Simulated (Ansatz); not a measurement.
A structure relaxed at B3LYP-D4/def2-SVPD in Ansatz, charge -1, singlet:

```xyz
9

Tl    1.9250    2.3230    0.1225
Tl   -0.6106   -0.1565   -0.0288
Tl   -3.6360   -0.9041   -0.1620
Tl    2.7521   -1.1577    0.0958
H    -1.7384   -1.4791   -1.1683
H    -2.3327    0.8985   -0.4337
H     2.8646    0.7269   -1.2551
H     2.7812    0.6846    1.5049
H    -2.0053   -0.9358    1.3248
```

(1) Give its formula.

(2) Summarise the bond lengths by kind (pairs closer than 1.2 times the sum of covalent radii, bridged metal pairs left out).

Results:

(1) the cluster Tl4H5⁻.

(2) 1 × Tl–Tl 3.12 Å; 3 × H–Tl 2.06 to 2.09 Å.

In the def2 sets Tl takes a core potential; there is no spin–orbit coupling. Another isomer (singlet) lies 0.46 eV lower at PBE0-D4/def2-TZVPD; other spin states weren't run for this one.
